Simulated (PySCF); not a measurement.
# Reading the logs of faulty runs: B2FH4Si anion

These are calculations, not measurements. They come from PySCF 2.14.0, an open-source quantum chemistry program, on an isolated molecule that a program drew, which may never have been made. The molecule is B2FH4Si anion (charge -1, singlet), drawn as the SMILES string `B[Si-](B)F`.

Each row is a Hartree-Fock (HF) and frozen-core CCSD(T) single point in the aug-cc-pV(D+d)Z basis, meant for a local HF minimum. Run 1 is clean. Each other run has one planted mistake out of seven kinds, and not every kind appears here: one electron removed, one electron added, multiplicity raised by two, geometry at a saddle point, minimal basis STO-3G, one bond length entered in bohr, all coordinates scaled. The reference is restricted for singlets and unrestricted otherwise, and also for a bond in bohr. Adding or removing an electron swaps singlet and doublet. Electrons count all cores. HOMO and LUMO are orbital energies over both spins, the gradient is its largest component, and the lowest frequency (negative if imaginary) is given only where the gradient is small. Bond lengths are over the 7 bonds as drawn. T1 is the CCSD diagnostic: over 0.02 (restricted) or 0.045 (unrestricted) a single reference is doubtful.

Geometry of the clean run:
```xyz
8
B2FH4Si anion, angstrom
B    -1.6202   -0.6943   -1.0875
Si   -0.2073    0.1402   -0.0913
B     1.5766   -0.5269    0.1501
F    -0.5642    1.5900    0.6354
H    -1.3719   -1.7493   -1.6208
H    -2.7374   -0.2527   -1.2260
H     1.8482   -1.5809   -0.3739
H     2.4509    0.0188    0.7827
```

| run | electrons | basis functions | <S^2> | HOMO (eV) | LUMO (eV) | gradient (hartree/bohr) | lowest frequency (cm^-1) | mean bond (Å) | longest bond (Å) | T1 | HF (hartree) | CCSD(T) (hartree) | mistake |
|---|---|---|---|---|---|---|---|---|---|---|---|---|---|
| 1 | 38 | 137 | 0.000 | -1.85 | 3.56 | 2.4e-05 | 115 | 1.4763 | 1.920 | 0.0212 | -440.10058 | -440.67154 | no fault |
| 2 | 38 | 137 | 1.226 | -1.51 | 3.24 | 8.5e-03 | - | 1.7204 | 3.628 | 0.0543 | -439.97378 | -440.51703 | one bond length entered in bohr |
| 3 | 38 | 137 | 0.000 | -1.84 | 3.56 | 1.2e-02 | - | 1.4542 | 1.891 | 0.0208 | -440.09899 | -440.66829 | ? |
| 4 | 38 | 28 | 0.000 | 3.15 | 12.20 | 4.9e-02 | - | 1.4763 | 1.920 | 0.0268 | -434.50201 | -434.70651 | ? |

**Which mistake was planted in run 3, and what did it cost?**

The mean and the longest bond both change by the same factor, 0.985, and the gradient is no longer small. So the mistake is: all coordinates scaled. Subtracting run 1 and multiplying by 627.51 kcal/mol a hartree, the energy moved by 1.0 kcal/mol in HF and 2.0 kcal/mol in CCSD(T).

**Which mistake was planted in run 4, and what did it cost?**

It has 28 basis functions where the clean run has 137, with the same electrons and geometry. So the mistake is: minimal basis STO-3G. Subtracting run 1 and multiplying by 627.51 kcal/mol a hartree, the energy moved by 3513.2 kcal/mol in HF and 3743.1 kcal/mol in CCSD(T).

Cautions from the logs. Run 1: T1 is over the limit, so its CCSD(T) energy is less reliable; run 2: T1 is over the limit, so its CCSD(T) energy is less reliable; run 3: T1 is over the limit, so its CCSD(T) energy is less reliable; run 4: T1 is over the limit, so its CCSD(T) energy is less reliable and the HOMO is above zero, so the electron isn't bound and the energy depends on the basis.
